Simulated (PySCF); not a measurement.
Cl4V (SMILES [Cl][V]([Cl])([Cl])[Cl]), doublet, at a GFN2-xTB geometry (such geometries of metal compounds can be far from the true shape); SVWN5/6-31G run with PySCF.

PySCF was given this input:
```python
from pyscf import gto, scf, dft

mol = gto.Mole()
mol.atom = '''
    V     0.000000    0.000000    0.000000
    Cl    1.686409   -0.390500   -1.074302
    Cl    0.631816    0.306880    1.912386
    Cl   -0.909466    1.550367   -0.959074
    Cl   -1.408760   -1.466747    0.120989
'''
mol.basis = '6-31g'
mol.charge = 0
mol.spin = 1
mol.verbose = 4
mol.build()

mf = dft.UKS(mol)
mf.xc = 'lda,vwn'
mf.kernel()
mf.analyze()
```

The log (banner, timings and long lists left out):

```
PySCF version 2.14.0

[INPUT] verbose = 4
[INPUT] num. atoms = 5
[INPUT] num. electrons = 91
[INPUT] charge = 0
[INPUT] spin (= nelec alpha-beta = 2S) = 1
[INPUT] symmetry False subgroup None
[INPUT] Mole.unit = angstrom
[INPUT] Symbol           X                Y                Z      unit          X                Y                Z       unit  Magmom
[...]
nuclear repulsion = 682.542134384298
number of shells = 39
number of NR pGTOs = 274
number of NR cGTOs = 79
basis = 6-31g
ecp = {}

******** <class 'pyscf.dft.uks.UKS'> ********
method = UKS
initial guess = minao
damping factor = 0
level_shift factor = 0
DIIS = <class 'pyscf.scf.diis.CDIIS'>
diis_start_cycle = 1
diis_space = 8
diis_damp = 0
SCF conv_tol = 1e-09
SCF conv_tol_grad = None
SCF max_cycles = 50
direct_scf = True
direct_scf_tol = 1e-13
number electrons alpha = 46  beta = 45
XC library pyscf.dft.libxc version 7.1.2
    S. Lehtola, C. Steigemann, M. J. T. Oliveira, and M. A. L. Marques,  SoftwareX 7, 1–5 (2018)
XC functionals = lda,vwn
    P. A. M. Dirac,  Math. Proc. Cambridge Philos. Soc. 26, 376 (1930)
    F. Bloch,  Z. Phys. 57, 545 (1929)
    S. H. Vosko, L. Wilk, and M. Nusair,  Can. J. Phys. 58, 1200 (1980)
radial grids:
    Treutler-Ahlrichs [JCP 102, 346 (1995); DOI:10.1063/1.469408] (M4) radial grids

becke partition: Becke, JCP 88, 2547 (1988); DOI:10.1063/1.454033
pruning grids: <function nwchem_prune>
grids dens level: 3
symmetrized grids: False
atomic radii adjust function: <function treutler_atomic_radii_adjust>
small_rho_cutoff = 0
Set gradient conv threshold to 3.16228e-05
tot grids = 96424
init E= -2777.42316791813

cycle= 1 E= -2776.49948813256  delta_E= 0.924  |g|= 0.795  |ddm|= 2.64

cycle= 2 E= -2774.21891680497  delta_E= 2.28  |g|=  1.5  |ddm|= 5.27
cycle= 3 E= -2774.47229371055  delta_E= -0.253  |g|= 2.61  |ddm|= 5.58
cycle= 4 E= -2775.13592091751  delta_E= -0.664  |g|= 2.18  |ddm|= 0.21
cycle= 5 E= -2775.81245984715  delta_E= -0.677  |g|= 1.64  |ddm|= 1.27
cycle= 6 E= -2776.51371275901  delta_E= -0.701  |g|= 0.787  |ddm|= 0.443
cycle= 7 E= -2776.74028536843  delta_E= -0.227  |g|= 0.149  |ddm|= 1.28
cycle= 8 E= -2776.75479721786  delta_E= -0.0145  |g|= 0.0449  |ddm|= 1.22
cycle= 9 E= -2776.74948010487  delta_E= 0.00532  |g|= 0.0678  |ddm|= 1.22
cycle= 10 E= -2776.75517092205  delta_E= -0.00569  |g|= 0.0373  |ddm|= 1.22
cycle= 11 E= -2776.75503599096  delta_E= 0.000135  |g|= 0.042  |ddm|= 0.0159
cycle= 12 E= -2776.75546701637  delta_E= -0.000431  |g|= 0.0319  |ddm|= 0.12
cycle= 13 E= -2776.75104475908  delta_E= 0.00442  |g|= 0.0552  |ddm|= 1.13
cycle= 14 E= -2776.75067221688  delta_E= 0.000373  |g|= 0.0577  |ddm|= 0.947
cycle= 15 E= -2776.75557118027  delta_E= -0.0049  |g|= 0.0298  |ddm|= 1.13
cycle= 16 E= -2776.74976278543  delta_E= 0.00581  |g|= 0.065  |ddm|= 1.21
cycle= 17 E= -2776.74967358011  delta_E= 8.92e-05  |g|= 0.0659  |ddm|= 0.0235
cycle= 18 E= -2776.7497067676  delta_E= -3.32e-05  |g|= 0.0656  |ddm|= 0.0236
cycle= 19 E= -2776.75557851723  delta_E= -0.00587  |g|= 0.0297  |ddm|= 1.22
cycle= 20 E= -2776.75565360112  delta_E= -7.51e-05  |g|= 0.0281  |ddm|= 0.00887
cycle= 21 E= -2776.75569427815  delta_E= -4.07e-05  |g|= 0.0271  |ddm|= 0.138
cycle= 22 E= -2776.74971295728  delta_E= 0.00598  |g|= 0.0655  |ddm|=  1.2
cycle= 23 E= -2776.74905720889  delta_E= 0.000656  |g|= 0.0719  |ddm|= 0.0154
cycle= 24 E= -2776.74960867685  delta_E= -0.000551  |g|= 0.0666  |ddm|= 0.03
cycle= 25 E= -2776.7546545644  delta_E= -0.00505  |g|= 0.0449  |ddm|= 1.22
cycle= 26 E= -2776.75398470394  delta_E= 0.00067  |g|= 0.0534  |ddm|= 0.016
cycle= 27 E= -2776.75499555255  delta_E= -0.00101  |g|= 0.04  |ddm|= 0.044
cycle= 28 E= -2776.74532432682  delta_E= 0.00967  |g|= 0.101  |ddm|= 1.22
cycle= 29 E= -2776.75124858446  delta_E= -0.00592  |g|= 0.0567  |ddm|= 0.545
cycle= 30 E= -2776.7551284629  delta_E= -0.00388  |g|= 0.0383  |ddm|= 1.01
cycle= 31 E= -2776.74950396576  delta_E= 0.00562  |g|= 0.0682  |ddm|= 1.22
cycle= 32 E= -2776.75528005414  delta_E= -0.00578  |g|= 0.0354  |ddm|=  1.2
cycle= 33 E= -2776.74926516634  delta_E= 0.00601  |g|= 0.07  |ddm|= 1.22
cycle= 34 E= -2776.75543381517  delta_E= -0.00617  |g|= 0.0318  |ddm|= 1.21
cycle= 35 E= -2776.75418506389  delta_E= 0.00125  |g|= 0.051  |ddm|= 0.116
cycle= 36 E= -2776.75370425803  delta_E= 0.000481  |g|= 0.0565  |ddm|= 0.0122
cycle= 37 E= -2776.74800091744  delta_E= 0.0057  |g|= 0.0815  |ddm|= 1.22
cycle= 38 E= -2776.74715454923  delta_E= 0.000846  |g|= 0.0878  |ddm|= 0.0598
cycle= 39 E= -2776.74994663264  delta_E= -0.00279  |g|= 0.0632  |ddm|= 0.275
cycle= 40 E= -2776.74858267301  delta_E= 0.00136  |g|= 0.0762  |ddm|= 0.254
cycle= 41 E= -2776.75248686871  delta_E= -0.0039  |g|= 0.0693  |ddm|= 1.22
cycle= 42 E= -2776.74826756198  delta_E= 0.00422  |g|= 0.079  |ddm|= 1.21
cycle= 43 E= -2776.75504738693  delta_E= -0.00678  |g|= 0.0397  |ddm|= 1.16
cycle= 44 E= -2776.75523470414  delta_E= -0.000187  |g|= 0.0361  |ddm|= 0.0554
cycle= 45 E= -2776.75529748112  delta_E= -6.28e-05  |g|= 0.0352  |ddm|= 0.107
cycle= 46 E= -2776.75543174806  delta_E= -0.000134  |g|= 0.0325  |ddm|= 0.203
cycle= 47 E= -2776.75168507194  delta_E= 0.00375  |g|= 0.0522  |ddm|= 0.915
cycle= 48 E= -2776.75289075986  delta_E= -0.00121  |g|= 0.0505  |ddm|= 1.21
cycle= 49 E= -2776.75011779983  delta_E= 0.00277  |g|= 0.0617  |ddm|= 1.08
cycle= 50 E= -2776.75535182856  delta_E= -0.00523  |g|= 0.0334  |ddm|= 1.22
SCF not converged.
SCF energy = -2776.75535182856 after 50 cycles  <S^2> = 0.7588105  2S+1 = 2.0087912
**** SCF Summaries ****
Total Energy =                       -2776.755351828557195
Nuclear Repulsion Energy =             682.542134384298492
One-electron Energy =                -5197.033238156288462
Two-electron Energy =                 1737.735751943432888
Two-electron Coulomb Energy =         1888.100757274019315
DFT Exchange-Correlation Energy =     -150.365005330586399
**** MO energy ****
                             alpha | beta                alpha | beta
[...]
To work with the spin densities directly, `use mulliken_meta_spin()` only printing them here.

 ** Mulliken spin pop alpha/beta on meta-lowdin orthogonal AOs **
 ** Mulliken Spin Density (per AO)  **
spin_pop of  0 V 1s        0.00000
spin_pop of  0 V 2s       -0.00000
spin_pop of  0 V 3s        0.00001
spin_pop of  0 V 4s        0.00752
spin_pop of  0 V 5s        0.00063
spin_pop of  0 V 2px      -0.00000
spin_pop of  0 V 2py      -0.00000
spin_pop of  0 V 2pz      -0.00000
spin_pop of  0 V 3px       0.00000
spin_pop of  0 V 3py       0.00000
spin_pop of  0 V 3pz       0.00000
spin_pop of  0 V 4px       0.00042
spin_pop of  0 V 4py       0.00059
spin_pop of  0 V 4pz       0.00047
spin_pop of  0 V 5px       0.00008
spin_pop of  0 V 5py       0.00013
spin_pop of  0 V 5pz       0.00009
spin_pop of  0 V 3dxy      0.05444
spin_pop of  0 V 3dyz      0.30082
spin_pop of  0 V 3dz^2     0.04443
spin_pop of  0 V 3dxz      0.08370
spin_pop of  0 V 3dx2-y2    0.47804
spin_pop of  0 V 4dxy      0.00009
spin_pop of  0 V 4dyz      0.00077
spin_pop of  0 V 4dz^2     0.00001
spin_pop of  0 V 4dxz      0.00013
spin_pop of  0 V 4dx2-y2    0.00136
spin_pop of  1 Cl 1s        0.00000
spin_pop of  1 Cl 2s        0.00000
spin_pop of  1 Cl 3s        0.00048
spin_pop of  1 Cl 4s        0.00005
spin_pop of  1 Cl 2px      -0.00000
spin_pop of  1 Cl 2py       0.00000
spin_pop of  1 Cl 2pz      -0.00000
spin_pop of  1 Cl 3px      -0.00955
spin_pop of  1 Cl 3py       0.02101
spin_pop of  1 Cl 3pz      -0.00541
spin_pop of  1 Cl 4px       0.00001
spin_pop of  1 Cl 4py       0.00001
spin_pop of  1 Cl 4pz       0.00001
spin_pop of  2 Cl 1s        0.00000
spin_pop of  2 Cl 2s        0.00000
spin_pop of  2 Cl 3s        0.00048
spin_pop of  2 Cl 4s        0.00005
spin_pop of  2 Cl 2px      -0.00000
spin_pop of  2 Cl 2py       0.00000
spin_pop of  2 Cl 2pz      -0.00000
spin_pop of  2 Cl 3px      -0.00015
spin_pop of  2 Cl 3py       0.02434
spin_pop of  2 Cl 3pz      -0.01815
spin_pop of  2 Cl 4px       0.00001
spin_pop of  2 Cl 4py       0.00001
spin_pop of  2 Cl 4pz       0.00002
spin_pop of  3 Cl 1s        0.00000
spin_pop of  3 Cl 2s        0.00000
spin_pop of  3 Cl 3s        0.00048
spin_pop of  3 Cl 4s        0.00005
spin_pop of  3 Cl 2px      -0.00000
spin_pop of  3 Cl 2py       0.00000
spin_pop of  3 Cl 2pz       0.00000
spin_pop of  3 Cl 3px      -0.01242
spin_pop of  3 Cl 3py       0.01056
spin_pop of  3 Cl 3pz       0.00784
spin_pop of  3 Cl 4px       0.00001
spin_pop of  3 Cl 4py       0.00002
spin_pop of  3 Cl 4pz       0.00001
spin_pop of  4 Cl 1s        0.00000
spin_pop of  4 Cl 2s        0.00000
spin_pop of  4 Cl 3s        0.00048
spin_pop of  4 Cl 4s        0.00005
spin_pop of  4 Cl 2px       0.00000
spin_pop of  4 Cl 2py       0.00000
spin_pop of  4 Cl 2pz      -0.00000
spin_pop of  4 Cl 3px       0.00472
spin_pop of  4 Cl 3py       0.01334
spin_pop of  4 Cl 3pz      -0.01216
spin_pop of  4 Cl 4px       0.00001
spin_pop of  4 Cl 4py       0.00002
spin_pop of  4 Cl 4pz       0.00001
 ** Mulliken Spin Density (per atom)  **
spin density of  0 V =      0.97376
spin density of  1 Cl =      0.00662
spin density of  2 Cl =      0.00661
spin density of  3 Cl =      0.00654
spin density of  4 Cl =      0.00647
 ** Mulliken pop alpha/beta on meta-lowdin orthogonal AOs **
 ** Mulliken pop       alpha | beta **
In total            46.00000 | 45.00000
 ** Mulliken atomic charges   ( Nelec_alpha | Nelec_beta ) **
charge of  0V =      0.86762  (    11.55307     10.57931 )
charge of  1Cl =     -0.21639  (     8.61151      8.60489 )
charge of  2Cl =     -0.21955  (     8.61308      8.60647 )
charge of  3Cl =     -0.21448  (     8.61051      8.60397 )
charge of  4Cl =     -0.21718  (     8.61183      8.60536 )
Dipole moment(X, Y, Z, Debye): -0.01332,  0.01544, -0.03963
```

The run did not converge; its last values are not results.
